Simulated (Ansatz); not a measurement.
A run for Ansatz (an electronic-structure program): R-CCSD(T)/aug-cc-pVDZ on CH6FN (a complex), monomers drawn apart or pushed together.

Ansatz 0.2 input:
```yaml
crystal:
  periodic: [false, false, false]
  atoms:
    - {symbol: N, position_ang: [0.00140146, -0.17523242, 0.29841784]}
    - {symbol: H, position_ang: [0.23762390, -0.88215015, -0.38847313]}
    - {symbol: H, position_ang: [-0.14930473, 0.69280266, -0.20278622]}
    - {symbol: H, position_ang: [0.81220576, -0.04631168, 0.89496808]}
    - {symbol: C, position_ang: [0.09394664, -0.52690464, 3.41665086]}
    - {symbol: F, position_ang: [1.32848669, -0.15328364, 2.87389142]}
    - {symbol: H, position_ang: [-0.20796700, 0.23489388, 4.13593406]}
    - {symbol: H, position_ang: [-0.62509139, -0.60002428, 2.60183387]}
    - {symbol: H, position_ang: [0.21655216, -1.48894935, 3.91498411]}
basis:
  gaussian:
    orbitals: aug-cc-pVDZ
magnetization: {spin_polarized: false}
correlation: {method: ccsd_t, electrons: outside_noble_gas}
scf: {lower_state_search: off}
```

Task: Give the final energy of this run.

Result: -195.8764 hartree (reference determinant -195.2629, T1 diagnostic 0.011).

Task: How many basis functions does it have, and what does it roughly cost on one machine?

Result: 123 functions; about 18 core-seconds (a rough figure).
